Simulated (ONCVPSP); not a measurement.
# Sc: one change to an ONCV potential, before and after

ONCVPSP 4.0.1 input, shortened (lines: element, Z, core and valence counts, functional; n l f; lmax; l rc ep ncon nbas qcut; lloc lpopt rc5 dvloc0; l nproj debl; icmod fcfact rcfact), PBE, scalar-relativistic:

```
  Sc 21.00    5    2        4      upf
    1    0    2.00
    2    0    2.00
    2    1    6.00
    3    0    2.00
    3    1    6.00
    3    2    1.00
    4    0    1.00
    2
    0    2.35    0.00    4    7    3.00
    1    2.45    0.03    4    7    2.80
    2    1.80    0.00    3    8    9.50
    4    3    1.60    4.00
    0    1    0.60
    1    1    2.30
    2    2    0.80
    1    0.25    0.00
```

In the p channel the program set the typed energies aside and used 0.050 Ha.

Change: s: qcut 1.8; p: qcut 1.7; d: qcut 5.8.

Cutoffs: the cutoffs (Ha) at which the residual kinetic energy of the hardest occupied pseudo-wave falls to 1 and 0.1 mHa per electron; they do not see the model core or the augmentation charge, which bear on the density cutoff. Errors are all-electron minus pseudo energies relative to the spin-unpolarised reference configuration.

Question: How do hardness, ghosts and transferability respond?

Answer: The potential gets neither clearly harder nor softer (29 Ha and 34 Ha → 27 Ha and 95 Ha); of the 4 tests that both files solve, the error grows in 2 and shrinks in 0 by more than 15 % and 0.3 meV (median size 18.6 → 19.5 meV); the range in which the d phases agree narrows (upper end at the end of the scan → 2.0); neither file shows a bound ghost.

| quantity | base | changed |
| --- | --- | --- |
| cutoff, loose | 29 Ha | 27 Ha |
| cutoff, tight | 34 Ha | 95 Ha |
| loose cutoff by channel | s 4.5 Ha, d 29 Ha | s 4.8 Ha, d 27 Ha |
| bound ghosts | none | none |
| GHOST(+) flags under 300 eV | none | none |
| error for 3d1 4s2, meV [ΔE -6.90 eV] | +10 | +12 |
| error for 3d1 4s0, meV [ΔE 12.77 eV] | +27 | +27 |
| error for 3d1 4s1.5, meV [ΔE -4.14 eV] | +3.6 | +3.9 |
| error for 3d0 4s2, meV [ΔE 1.48 eV] | -43 | +94 |
| s: phases at 2.39 bohr within 0.05 rad from the reference energy up to (Ha; the scan ends near 5) | -0.0 | -0.1 |
| p: phases at 2.49 bohr within 0.05 rad from the reference energy up to (Ha; the scan ends near 5) | 0.4 | 0.4 |
| d: phases at 1.82 bohr within 0.05 rad from the reference energy up to (Ha; the scan ends near 5) | to the end of the scan | 2.0 |
| rms error of d²Exc/dni dnj with the model core, mHa | 17.38 | 16.58 |
